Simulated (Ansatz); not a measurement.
Frontier orbitals of C3H2Cl2O2 (`OC1=C(Cl)C1(O)Cl`).

```xyz
9

O     0.8055    1.6293   -0.9930
C     0.3745    0.4701   -0.5395
C     0.4416   -0.8341   -0.5662
Cl    1.0994   -2.2494   -1.1897
C    -0.5656   -0.2544    0.3196
O    -0.5221   -0.2845    1.7045
Cl   -2.3007   -0.2754   -0.1101
H     0.2967    2.3396   -0.5849
H     0.3707   -0.5411    1.9593
```

Charge 0, multiplicity 1. All single points use the PBE0-D4/def2-TZVP geometry. It is one conformer, not always the lowest. Basis def2-TZVPP, Ansatz 0.2.0.

| functional | HOMO (eV) | LUMO (eV) | gap (eV) |
| --- | --- | --- | --- |
| LDA (SPW92) | -6.43 | -1.20 | 5.23 |
| PBE | -6.23 | -0.95 | 5.28 |
| PBE0 | -7.47 | 0.00 | 7.47 |
| BHLYP | -8.54 | 0.69 | 9.23 |
| ωB97M-V | -9.56 | 1.55 | 11.11 |
| HF | -10.14 | 2.85 | 12.99 |

From PBE to PBE0 the HOMO moves by −1.23 eV and the LUMO by +0.94 eV, and with ωB97M-V by −3.33 and +2.50 eV, so the gap grows from 5.28 to 11.12 eV with exact exchange. A positive LUMO is unbound and depends on the basis.
